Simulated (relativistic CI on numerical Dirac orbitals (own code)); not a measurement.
Calculated at this level of theory: Dirac-Coulomb-Breit CI, orbitals from a KLI potential per configuration, model QED (radiative potential, 1s self-energy scaled to tabulated hydrogen-like ionisation energies), unscaled Slater integrals (own radial code, finite nucleus).

The strongest absorption lines from the ground level of an ion, among the configurations computed and to levels below about 7380 eV (vacuum wavelength in Å, gf): 1.6898 (0.039), 1.7075 (0.031), 1.9374 (0.081), 1.9786 (0.071), 2.6622 (0.24), 2.8231 (0.26), 14.752 (0.68), 64.438 (0.07).

Task: Which ion is it?
A. Bi72+
B. Ac78+
C. Bi74+
D. Ir66+

Result: A. Bi72+ has 11 electrons and the ground level 3s 2S_1/2; the strongest line goes to 3p 2P°_3/2. The pattern of lines fixes the number of electrons, and along that sequence the line energies rise steadily with the charge (about as its square where n changes within one kind of shell, about linearly where n is kept but much faster in heavy ions where fine structure, which grows about as Z⁴, sets the gap, and irregularly where shells cross), which fixes Z. Configurations outside the model, such as inner-shell arrays, can give stronger lines. At this charge energies of transitions that change n are usually good to better than 1 %, and those within a shell (Δn = 0) to a few per cent.
